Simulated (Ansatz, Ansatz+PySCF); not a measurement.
| atom | x (Å) | y (Å) | z (Å) |
| --- | --- | --- | --- |
| C | 0.0000 | 0.0000 | -1.1034 |
| S | 0.0000 | 0.0000 | 0.6315 |
| H | 0.0000 | -1.0041 | -1.7418 |
| H | 0.0000 | 1.0041 | -1.7418 |

Basis set: def2-SVP (spherical functions). Left uncorrelated: 6 orbitals. Charge 0, multiplicity 1.

Computed with Ansatz (development build ahead of 0.2.0); each method stands on the lowest determinant of its kind that the runs found. Restricted open shells among the atoms or ions are ROHF, correlated in semicanonical orbitals with singles.

Give the atomization energy at this shape (free ground-state atoms in the same class of orbitals less the molecule, no zero-point energy) of singlet CH2S by RHF-CCSD(T), UHF-CCSD(T), RHF-MP2, UHF-MP2, UHF, RHF.

```json
{"method": "RHF-CCSD(T)", "atomization energy": "1237.0 kJ/mol"}
{"method": "UHF-CCSD(T)", "atomization energy": "1230.3 kJ/mol"}
{"method": "RHF-MP2", "atomization energy": "1234.1 kJ/mol"}
{"method": "UHF-MP2", "atomization energy": "1176.5 kJ/mol"}
{"method": "UHF", "atomization energy": "898.1 kJ/mol"}
{"method": "RHF", "atomization energy": "887.2 kJ/mol"}
```

Caution: the shape is not the minimum. Caution for RHF-CCSD(T), RHF-MP2, RHF: an unrestricted determinant lies well below. Caution for UHF-CCSD(T), UHF-MP2: a plain start can end on a higher determinant; another reference gives a lower total. Caution for UHF-CCSD(T), UHF-MP2, UHF: the unrestricted determinant is spin contaminated.
